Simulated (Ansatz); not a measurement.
(1) Predict a relaxed structure of anthraquinone, `O=C1c2ccccc2C(=O)c2ccccc21`, charge 0, singlet, at PBE-D4/def2-SVP (Ansatz).

Answers

(1) 
Cartesian coordinates in Å:
```
O -1.317 -2.139 1.043
C -0.721 -1.171 0.571
C -1.179 -0.511 -0.690
C -2.318 -1.016 -1.345
C -2.772 -0.420 -2.527
C -2.090 0.688 -3.066
C -0.957 1.196 -2.422
C -0.493 0.604 -1.232
C 0.720 1.172 -0.570
O 1.315 2.141 -1.041
C 1.178 0.512 0.690
C 2.318 1.016 1.345
C 2.772 0.420 2.526
C 2.091 -0.688 3.066
C 0.957 -1.197 2.422
C 0.493 -0.603 1.233
H -2.826 -1.882 -0.896
H -3.663 -0.818 -3.036
H -2.450 1.154 -3.996
H -0.402 2.060 -2.816
H 2.826 1.883 0.896
H 3.664 0.817 3.035
H 2.452 -1.155 3.995
H 0.402 -2.061 2.816
```
Point group D2h (tolerance 0.1 Å). This is one stationary point.
